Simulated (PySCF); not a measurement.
An unknown is described by computed data only.

Formula: C2H11NPSi; charge +1.

| Property | Result |
| --- | --- |
| Triplet | lowest triplet excitation (Tamm–Dancoff): 4.03 eV [TDA PBE0/def2-SVPD] |
| UV, strongest line | among the 6 lowest singlet transitions: S3 at 5.03 eV (246 nm, f = 0.021) [TDDFT PBE0/def2-SVPD] |
| Rotational structure | rotational constants A, B, C: 5.097, 1.682, 1.390 GHz [GFN2-xTB] |
| 13C NMR | chemical shifts (computed TMS as zero) by class: 42.3 (2 C) ppm [GIAO PBE0/pcSseg-1] |
| 1H NMR | chemical shifts (computed TMS as zero) by class: 6.01 (2 H), 4.44 (3 H), 2.87 (6 H) ppm [GIAO PBE0/pcSseg-1] |
| UV, first state | lowest singlet excitation: 4.28 eV (290 nm, f = 0.011) [TDDFT PBE0/def2-SVPD] |
| NMR, other nuclei | isotropic shieldings of nuclei other than C and H, by class: 244 (1 N), 372 (1 Si), 519 (1 P) ppm [GIAO PBE0/pcSseg-1] |

The electronic properties come from PySCF, for the isolated species, density fitting. Levels stand in brackets. Isolated species at its GFN2-xTB geometry (one conformer only). Each NMR value is the plain mean over a class of atoms that symmetry, rotation or inversion makes alike.

Question: Propose a structure and show how it fits.

Answer: Numbering: `[CH3:1][N:2]([CH3:3])[SiH2:4][PH3+:5]`. 2 carbons fall into 1 class: N-methyl carbon [C1/C3] (42.3 ppm, 2 C, up to 3.6 ppm apart in this geometry). Hydrogen classes from least to most shielded: 2 H on an SiH2 silicon, Si4 (6.01 ppm), 3 H on a phosphorus bonded to Si and 3 H, P5 (4.44 ppm), 6 H on 2 N-methyl carbons, C1/C3 (2.87 ppm, a mean of values up to 1.1 ppm apart in this geometry). The other shieldings belong to: 244 ppm, silicon-bound nitrogen [N2]; 372 ppm, SiH2 silicon [Si4]; 519 ppm, phosphorus bonded to Si and 3 H [P5]. S1 is mainly HOMO→LUMO (weight 0.99); the largest Löwdin shares of the orbital it empties are 0.52 on the silicon-bound nitrogen, 0.09 on each of 2 atoms of one kind (N-methyl carbon) and 0.08 on the SiH2 silicon, of the orbital it fills 0.31 on the phosphorus bonded to Si and 3 H, 0.29 on the SiH2 silicon, 0.09 on a P–H hydrogen and 0.06 on an Si–H hydrogen. The optimised geometry has point group C1 and is an asymmetric top. Structure: `CN(C)[SiH2][PH3+]`. The assignments are read from this structure; whether some other isomer fits the data as well wasn't checked.

The values belong to the conformer `[CH3:1][N:2]([CH3:3])[SiH2:4][PH3+:5]`: C1–N2–Si4–P5 155°.
